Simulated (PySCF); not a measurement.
# Ionisation energy of Er²⁸⁺ by level of theory

Er²⁸⁺ [Kr] 4d4 (5D) → Er²⁹⁺ [Kr] 4d3 (4F), as a difference of total energies. All numbers are calculated (PySCF 2.14, the spin-free X2C one-electron Hamiltonian (Gaussian nucleus), in an uncontracted even-tempered set (19 s from 2.2 bohr⁻², ratio 2.5; 14 p from 2.8 bohr⁻², ratio 2.5; 9 d from 2.8 bohr⁻², ratio 2.5; 4 f from 13 bohr⁻², ratio 2.7; 3 g from 19 bohr⁻², ratio 2.7)). Correlated levels: outer shells: [Ar] 3d10 frozen; virtual orbitals above 40 to 60 times the deepest correlated orbital energy dropped. The calculations carry no spin-orbit coupling.

| method | ionisation energy (eV) |
| --- | --- |
| UHF | 1042.8 |
| MP2 (outer shells) | 1043.2 |
| SCS-MP2 (outer shells) | 1042.9 |
| CCSD (outer shells) | 1043.1 |
| CCSD(T) (outer shells) | 1043.1 |

Spin-orbit coupling is strong in these open shells (close to jj coupling). The scalar numbers leave it out and a first-order estimate fails, so it can dominate the gap to the real levels.

Breit and QED terms and the two-electron picture change are absent.

For comparison: 1046 ± 4 eV (theoretical estimate listed by NIST; NIST Atomic Spectra Database, ionization energies).
